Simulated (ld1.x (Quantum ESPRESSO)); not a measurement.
osmium: one change to a TM potential, before and after

* Element: Os (Z = 76)
* Generator: ld1.x (Quantum ESPRESSO) 7.5
* Type: norm-conserving Troullier–Martins (Kleinman–Bylander form)
* Functional: LDA (PZ)
* Relativity: scalar-relativistic
* Frozen core: [Kr] 4d10 4f14 5s2
* Valence charge: 14
* Reference configuration: 5p6 5d6 6s2 6p0
* Partial waves: 6s (bound): rc 2.70 bohr; 5p (bound): rc 1.80 bohr; 5d (bound): rc 1.60 bohr
* Local potential: all-electron potential smoothed inside 2.10 bohr (lloc = -1)
* Core correction: none

All-electron outer shells of the reference configuration (LDA (PZ), scalar-relativistic, ld1.x):

```json
{"shell": "5s", "level (eV)": "-91.84", "outermost node (bohr)": "0.51", "outermost maximum (bohr)": "0.91"}
{"shell": "4f", "level (eV)": "-52.30", "outermost node (bohr)": "–", "outermost maximum (bohr)": "0.40"}
{"shell": "5p", "level (eV)": "-51.05", "outermost node (bohr)": "0.55", "outermost maximum (bohr)": "1.03"}
{"shell": "5d", "level (eV)": "-6.46", "outermost node (bohr)": "0.60", "outermost maximum (bohr)": "1.36"}
{"shell": "6s", "level (eV)": "-6.39", "outermost node (bohr)": "1.20", "outermost maximum (bohr)": "2.48"}
{"shell": "6p", "level (eV)": "-1.40", "outermost node (bohr)": "1.43", "outermost maximum (bohr)": "3.51"}
```

Change: local potential all-electron potential smoothed inside 1.38 bohr (lloc = -1).

Cutoffs: the cutoffs (Ry, on a coarse ladder) from which the occupation-weighted sum of valence levels, in a spherical-Bessel basis at the reference potential, stays within 10 and 1 mRy of its value at 400 Ry; they do not see the model core or the augmentation charge, which bear on the density cutoff. Errors are all-electron minus pseudo energies relative to the spin-unpolarised reference configuration.

What does the change do?

The potential gets neither clearly harder nor softer (40 Ry and 60 Ry → 40 Ry and 55 Ry); both files keep a bound ghost (s); of the 9 tests that both files solve, the error grows in 4 and shrinks in 1 by more than 15 % and 0.3 meV (median size 29.9 → 74.0 meV); the range in which the s phases agree narrows (upper end 2.8 → 1.2); the range in which the p phases agree narrows (upper end 4.5 → -0.1).

```csv
quantity,base,changed
"cutoff, loose",40 Ry,40 Ry
"cutoff, tight",60 Ry,55 Ry
loose cutoff by channel (10 mRy a level),"s 10 Ry, p 25 Ry, d 30 Ry","s 6 Ry, p 25 Ry, d 30 Ry"
bound ghosts,s,s
"error for 5p6 5d6 6s1 6p0, meV [ΔE 9.86 eV]",-8.1,-6.5
"error for 5p6 5d6 6s0 6p0, meV [ΔE 27.15 eV]",-30,-29
"error for 5p6 5d5 6s0 6p0, meV [ΔE 56.30 eV]",+3.9,+11
"error for 5p6 5d6 6s1 6p1, meV [ΔE 5.14 eV]",-3.0,+85
"error for 5p6 5d6 6s0 6p1, meV [ΔE 16.11 eV]",-20,+126
"error for 5p6 5d7 6s0 6p0, meV [ΔE 9.40 eV]",-53,-50
"error for 5p6 5d4 6s0 6p0, meV [ΔE 98.10 eV]",+46,+74
"error for 5p6 5d6 6s2 6p0 (spin-polarised), meV [ΔE -2.02 eV]",+337,+340
"error for 5p6 5d6 6s1 6p0 (spin-polarised), meV [ΔE 6.90 eV]",+404,+407
s: phases at 2.97 bohr within 0.05 rad from the reference energy up to (Ry; the scan ends near 5),2.8,1.2
p: phases at 2.97 bohr within 0.05 rad from the reference energy up to (Ry; the scan ends near 5),4.5,-0.1
d: phases at 2.97 bohr within 0.05 rad from the reference energy up to (Ry; the scan ends near 5),to the end of the scan,to the end of the scan
```

 A true bound ghost makes a file unfit for plane-wave use even where its test errors are small: the radial tests pick states by their node count and pass the ghost by.
